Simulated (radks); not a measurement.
Effect of the nuclear size on neutral holmium, [Xe] 4f11 6s2. Method: Dirac Kohn-Sham, relativistic LDA (MacDonald-Vosko exchange, VWN5 correlation), spin-unpolarised, spherical densities, finite nucleus; open shells are shared between the two j in proportion to 2j + 1; Fermi nuclear charge, rms radius 5.2022 fm; computed with a radial shooting solver on a logarithmic mesh with Libxc functionals. The rms radius is varied about that value; shifts are against it.

[
 {"rms radius (fm)": "4.5155", "total energy shift (eV)": "-6.99", "density at nucleus (e/bohr^3)": "8.266e+05", "1s1/2 shift (meV)": "-2850", "2s1/2 shift (meV)": "-377", "5s1/2 shift (meV)": "-2.86", "5p1/2 shift (meV)": "0.319", "6s1/2 shift (meV)": "-0.116", "4f7/2 shift (meV)": "0.533", "6p1/2 (empty) shift (meV)": "0.104"},
 {"rms radius (fm)": "4.9889", "total energy shift (eV)": "-2.25", "density at nucleus (e/bohr^3)": "8.039e+05", "1s1/2 shift (meV)": "-917", "2s1/2 shift (meV)": "-121", "5s1/2 shift (meV)": "-0.921", "5p1/2 shift (meV)": "0.103", "6s1/2 shift (meV)": "-0.037", "4f7/2 shift (meV)": "0.171", "6p1/2 (empty) shift (meV)": "0.033"},
 {"rms radius (fm)": "5.2022", "total energy shift (eV)": "0", "density at nucleus (e/bohr^3)": "7.945e+05", "1s1/2 shift (meV)": "0.000", "2s1/2 shift (meV)": "0.000", "5s1/2 shift (meV)": "0.000", "5p1/2 shift (meV)": "0.000", "6s1/2 shift (meV)": "0.000", "4f7/2 shift (meV)": "0.000", "6p1/2 (empty) shift (meV)": "0.000"},
 {"rms radius (fm)": "5.5143", "total energy shift (eV)": "3.41", "density at nucleus (e/bohr^3)": "7.816e+05", "1s1/2 shift (meV)": "1390", "2s1/2 shift (meV)": "184", "5s1/2 shift (meV)": "1.40", "5p1/2 shift (meV)": "-0.156", "6s1/2 shift (meV)": "0.057", "4f7/2 shift (meV)": "-0.260", "6p1/2 (empty) shift (meV)": "-0.051"},
 {"rms radius (fm)": "6.2947", "total energy shift (eV)": "12.6", "density at nucleus (e/bohr^3)": "7.531e+05", "1s1/2 shift (meV)": "5120", "2s1/2 shift (meV)": "678", "5s1/2 shift (meV)": "5.14", "5p1/2 shift (meV)": "-0.573", "6s1/2 shift (meV)": "0.209", "4f7/2 shift (meV)": "-0.958", "6p1/2 (empty) shift (meV)": "-0.186"}
]

Slopes of the eigenvalues against <r^2> in GHz/fm^2, as finite differences over the two radii next to the reference (eigenvalue slopes, not the field-shift constants of lines): 1s1/2 101000, 2s1/2 13400, 5s1/2 102, 5p1/2 -11.3, 6s1/2 4.12, 4f7/2 -18.9, 6p1/2 (empty) -3.67.
